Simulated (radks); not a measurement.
Spherical quantum dot in the effective-mass picture: electrons in a well V = -V0 / (1 + exp((r - R)/a)) with V0 = 11.5, R = 3.96, a = 0.38, all in effective atomic units (hartree* = m*/eps^2 hartree, bohr* = eps/m* bohr), one dielectric constant everywhere. Method: non-relativistic Kohn-Sham, r2SCAN, spin-polarised, spherical densities, generalised Kohn-Sham scheme; computed with a radial shooting solver with Libxc functionals. Levels are named by radial order and angular momentum (1s, 1p, 1d, 2s, ...), and open shells are averaged over m. Each electron was tried in the lowest free levels, single moves between levels near the top were tried too, and the lowest total energy was kept; such a search can miss a lower state. The series stops at N = 24: beyond it a trial failed or the search could not be trusted, so later rows were left out. At N = 1 the Hartree and exchange-correlation terms need not cancel, so that row can carry a self-interaction error.

N        open shells  2S  E (hartree*)  addition energy mu(N+1) - mu(N) (hartree*)  e(HOMO) (hartree*)  rms radius (bohr*)
1   1s(up 1, down 0)   1      -11.0269                                      0.4762             -10.852               1.811
2               none   0      -21.5776                                      0.7577             -10.377               1.907
3   1p(up 1, down 0)   1      -31.3705                                      0.3368             -9.6294               2.059
4   1p(up 2, down 0)   2      -40.8267                                      0.3527             -9.2807               2.144
5   1p(up 3, down 0)   3      -49.9302                                      0.4902             -8.9261               2.205
6   1p(up 3, down 1)   2      -58.5435                                      0.3191             -8.4569               2.258
7   1p(up 3, down 2)   1      -66.8378                                      0.3333             -8.1291               2.300
8               none   0      -74.7987                                      0.7754             -7.7921               2.337
9   1d(up 1, down 0)   1      -81.9842                                      0.3174             -7.0275               2.384
10  1d(up 2, down 0)   2      -88.8523                                      0.3206             -6.7082               2.424
11  1d(up 3, down 0)   3      -95.3999                                      0.3218             -6.3867               2.458
12  1d(up 4, down 0)   4      -101.626                                      0.3220             -6.0647               2.489
13  1d(up 5, down 0)   5      -107.529                                      0.4437             -5.7429               2.516
14  1d(up 5, down 1)   4      -112.989                                      0.3044             -5.3085               2.542
15  1d(up 5, down 2)   3      -118.145                                      0.3082             -5.0019               2.566
16  1d(up 5, down 3)   2      -122.992                                      0.3103             -4.6925               2.588
17  1d(up 5, down 4)   1      -127.529                                      0.3111             -4.3816               2.609
18              none   0      -131.755                                      0.7960             -4.0704               2.628
19  1f(up 1, down 0)   1      -135.185                                      0.2994             -3.2804               2.651
20  1f(up 2, down 0)   2      -138.316                                      0.3001             -2.9806               2.672
21  1f(up 3, down 0)   3      -141.146                                      0.3004             -2.6803               2.692
22  1f(up 4, down 0)   4      -143.676                                      0.3003             -2.3799               2.710
23  1f(up 5, down 0)   5      -145.906                                      0.3001             -2.0797               2.728
24  1f(up 6, down 0)   6      -147.836                                           -             -1.7798               2.744

All shells are closed at N = 2, 8, 18 (there: 1s2 1p6 1d10); the second difference of the energy has clear peaks (12 % above both neighbours; the first and last values, which can be the largest, are not judged, and half-filled shells can peak too) at N = 2, 5, 8, 13, 18.
